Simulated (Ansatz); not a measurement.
Calculated with Ansatz (gas phase, PBE0-D4/def2-TZVP geometries, no zero-point term in ΔE). CCSD(T)/CBS is the MP2 limit (def2-TZVPP, def2-QZVPP) plus CCSD(T) − MP2 in def2-TZVPP, frozen cores. This one scheme is used for every species. Functionals use def2-TZVPP. B3LYP here is the variant with VWN-RPA as its local correlation; programs differ in this. For Ge outer-core shells are correlated without core-valence functions, which leaves a few kJ/mol of doubt a bond. Scalar relativity is left out up to krypton. Each species was taken in one conformer, which may not be the lowest.

`BO[SiH2][GeH2][F]` + `[SiH3]Cl` → `[F][GeH2][SiH2]Cl` + `BO[SiH3]`  (formal exchange of groups at a Ge–Si bond)

(1) Is it downhill or uphill in electronic energy at CCSD(T)/CBS, and by how much? (Estimate.)

(2) What do these levels give: PBE0-D4, B3LYP-D4, ωB97X-V, ωB97M-V, PBE, r2SCAN, SCS-MP2/def2-TZVPP, CCSD/def2-TZVPP, CCSD(T)/def2-TZVPP, HF/def2-QZVPP, MP2/def2-QZVPP, HF/CBS(def2)? (Estimate.)

Largest T1 diagnostic among the species: 0.013.

## Answers

(1) The calculation gave: Nearly level: ΔE = -1.9 kJ/mol.

(2) The calculation gave: PBE0-D4 -1.7, B3LYP-D4 -1.3, ωB97X-V -1.2, ωB97M-V -1.5, PBE -1.9, r2SCAN -2.0, SCS-MP2/def2-TZVPP -1.6, CCSD/def2-TZVPP -0.9, CCSD(T)/def2-TZVPP -1.1, HF/def2-QZVPP -1.2, MP2/def2-QZVPP -2.4, HF/CBS(def2) -1.3 kJ/mol.
